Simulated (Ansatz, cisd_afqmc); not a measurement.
System: C2H3ClF2, charge 0, singlet. C2H3ClF2 (1-chloro-1,1-difluoroethane, SMILES C(C)(F)(Cl)F).
B3LYP-D3(BJ)/def2-TZVP minimum from Ansatz (a quantum-chemistry and plane-wave program):
```
C
F 1 1.3523
F 1 1.3523 2 106.75
C 1 1.5033 2 111.02 3 -121.13
H 4 1.0875 1 109.73 2 -60.46
H 4 1.0875 5 109.61 1 120.56
H 4 1.0903 5 109.72 6 120.54
Cl 1 1.7983 2 107.81 3 115.61
```

Atomisation energy term by term, kcal/mol (programs: Ansatz, cisd_afqmc). Open shells are spin-unrestricted; no spin-orbit coupling. Correlated methods leave the cores frozen. Rows without X2C or -DK are non-relativistic. AFQMC is phaseless with a CISD trial state; ± is one standard error, without the phaseless bias. Outlying blocks are dropped, and bars are widened where a walk drifts. Over all cases where full CI ran beside it in this data, AFQMC minus full CI had a median of +0.1 mEh and passed +0.4 mEh in a tenth of the cases. CBS(X,Y): correlation extrapolated as X^-3, Hartree-Fock from the larger set. A bracket is a step between two methods taken in the basis named. 'core' is core correlation in cc-pwCVTZ (1s frozen past Ne), 'X2C' scalar relativity in cc-pVTZ-DK, both at CCSD(T). Where a partner has so few electrons that a lower coupled-cluster level is exact, that level stands in.

```json
[
 {"term": "Hartree-Fock", "basis": "cc-pV(Q+d)Z", "kcal/mol": "509.83"},
 {"term": "CCSD correlation", "basis": "CBS(cc-pV(T+d)Z,cc-pV(Q+d)Z)", "kcal/mol": "192.65"},
 {"term": "(T)", "basis": "CBS(cc-pV(T+d)Z,cc-pV(Q+d)Z)", "kcal/mol": "15.56"},
 {"term": "CCSDT(Q) - CCSD(T)", "basis": "cc-pV(D+d)Z", "kcal/mol": "0.68"},
 {"term": "core correlation", "basis": "cc-pwCVTZ", "kcal/mol": "2.45"},
 {"term": "scalar relativity", "basis": "X2C, cc-pVTZ-DK", "kcal/mol": "-0.84"},
 {"term": "sum: De", "basis": "", "kcal/mol": "720.3"}
]
```

The step beyond CCSD(T) by other levels: AFQMC/CISD in cc-pV(T+d)Z 0.97 ± 0.27 kcal/mol.
